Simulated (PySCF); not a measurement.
Species: TeCl2Me2, C2H6Cl2Te.
Bonds: Te1–Cl2, Te1–Cl3, Te1–C4, Te1–C8. Hydrogens: H5, H6, H7 on C4; H9, H10, H11 on C8.

Computed with PySCF, PBE0-D3(BJ)/def2-SVP geometry optimisation, gas phase, def2 core potentials past Kr.

(1) List the bond lengths and angles at this level.

## Answers

(1) 
```csv
bond,length (Å)
"Te1–Cl2, Te1–Cl3",2.503
"Te1–C4, Te1–C8",2.131
C4–H5 and 5 like bonds,1.096
```

Bonds in one row agree within 0.01 Å and their mean is given. A selection of angles:
```csv
angle,degrees
Cl2–Te1–Cl3,172.6
Cl2–Te1–C4,88.0
C4–Te1–C8,96.7
Te1–C4–H5,107.4
H5–C4–H6,111.0
H5–C4–H7,110.4
H6–C4–H7,113.8
```

Te1 (tellurium bonded to 2 C and 2 Cl) is seesaw-shaped (angles from 87.2° to 172.6°).

Point group: near C2v, missed by 0.21 Å at most; the miss may be what the optimiser left on a soft mode (C2 holds within 0.08 Å). Stationary, but not proved a minimum.
